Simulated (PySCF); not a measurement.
The same groups moved round the core (benzothiophene cyano+boryl). All species are isolated molecules in the gas phase. One relaxed conformer stands for each flexible species; it need not be the lowest. Strings in code marks are SMILES.

Calculation: r2SCAN-D4/def2-TZVP // r2SCAN-D4/def2-SVP (PySCF 2.14.0). All candidates: neutral, multiplicity 1. Excitations are Tamm–Dancoff values on a coarser integration grid. The basis has no diffuse functions, so Rydberg states are missing or too high.

```json
{
  "S1 excitation (TDA)": "3.59 eV",
  "brightest of the four lowest singlets (TDA)": "4.76 eV",
  "HOMO": "-6.38 eV"
}
```

Problem. Identify which member has these values.
A. `Bc1cc2ccc(C#N)cc2s1`
B. `Bc1ccc(C#N)c2ccsc12`
C. `Bc1cc(C#N)cc2ccsc12`
D. `Bc1cc(C#N)c2sccc2c1`

Solution. D, `Bc1cc(C#N)c2sccc2c1`. The others give `Bc1cc(C#N)cc2ccsc12`: 3.35 eV, 4.68 eV, -6.40 eV; `Bc1cc2ccc(C#N)cc2s1`: 3.43 eV, 4.08 eV, -6.41 eV; `Bc1ccc(C#N)c2ccsc12`: 3.10 eV, 4.78 eV, -6.33 eV
